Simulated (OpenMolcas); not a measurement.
Ge: Slater's ratio, worked from levels

```json
{"Program": "OpenMolcas", "Basis": "ANO-RCC [10s9p8d5f2g]", "Scalar Hamiltonian": "DKH2, point nucleus", "Active space": "4 electrons in 9 orbitals (RAS2 4s 4p; RAS3 4d, at most 2 electrons)", "State averaging": "2S+1 = 3 even, 3 roots; 2S+1 = 1 even, 6 roots; 2S+1 = 5 odd, 1 root; 2S+1 = 3 odd, 5 roots; 2S+1 = 1 odd, 5 roots", "Spin-orbit coupling": "state interaction with AMFI integrals over the reference wave functions, term energies averaged over their components"}
```

Methods: RASSCF; SS-RASPT2, IPEA 0.25 Eh, imaginary shift 0.1 Eh (closed shells correlated: 3d). Measured levels: NIST Handbook of Basic Atomic Spectroscopic Data.

**Slater's ratio.** With one set of orbitals, p2 has 1D - 3P = 6 F2 and 1S - 1D = 9 F2 (F2 = F²/25), a ratio of 3/2. Term energies are centres of gravity, weighted by 2J + 1.

```
   Source  1D - 3P  1S - 3P  F2 from the first  Ratio
   RASSCF     8515    19148               1419  1.249
SS-RASPT2     6138    15453               1023  1.518
 measured     6156    15398               1026  1.501
```

Energies in cm-1. A ratio away from 3/2 shows effects beyond one configuration with one set of orbitals, and in heavier atoms second-order spin-orbit shifts.

Term energies are means over components that CASPT2 splits; among the terms shown or strongly mixed into the levels shown the widest spread is 26 cm-1 (4s2 4p2 1D, SS-RASPT2). The run also gave levels led by 4s2 4p 4d, which use shells meant for correlation; these and all levels above them are left out. Without dynamic correlation excited terms often stand tens of per cent too high (terms of higher spin than the ground term too low), and those without a measured partner can miss by more than the paired ones (holds for RASSCF). Computed and measured levels are paired by configuration, term and J; levels that our copy of the source lacks, or whose pairing is in doubt (as where it misses far off the trend of its configuration), stay unpaired and out of the deviations. Only configurations of the active space appear.
